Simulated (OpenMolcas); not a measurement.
Yb3+: ligand-field states by method

Yb3+ with 6 ligands (chloride) in trigonal prismatic coordination (D3h) at 2.63 Å. A charge of +0.5 e stands 2.6 Å behind each ligand. Ligand basis ANO-RCC-VDZP.

```yaml
Program: OpenMolcas 26.06
Basis: ANO-RCC-VDZP [7s6p4d2f1g]
Scalar_Hamiltonian: DKH2, point nucleus
Active_space: 13 electrons in 7 orbitals (4f)
State_averaging: 2S+1 = 2 odd, 7 roots
Spin-orbit_coupling: state interaction with AMFI integrals over the reference wave functions
```

I. CASSCF
II. SS-CASPT2, IPEA 0.25 Eh, imaginary shift 0.1 Eh (closed shells correlated: 5s 5p and the ligand valence shells)

Spin-free states (labels of D3, the rotations of D3h) in cm-1, each column counted from its own energy of the first state listed:

```
State  Degeneracy    I   II
  2A2           1    0    0
   2E           2   21  -60
   2E           2   92   20
  2A2           1  491  470
  2A1           1  497  490
```

II puts a state of multiplicity 2 lowest, 55 cm-1 below that state.

With spin-orbit coupling the lowest J multiplet is 489 (I), 518 (II) cm-1 wide, a factor of 1.06 from I to II.

χT at 300 K: I 2.53, II 2.52 cm3 K/mol.

Over all roots computed the reference weight is 0.65 in II; a low but even weight reflects the number of correlated electrons. Without dynamic correlation the ligand-field splitting of an f shell can come out too small, at times by half (holds for I). Splittings of an f shell from a small cluster at a set distance can be off by tens of per cent, mostly too small (holds for II). No measured value stands beside these numbers; the geometry was imposed, not optimised, and the real ion may take another.
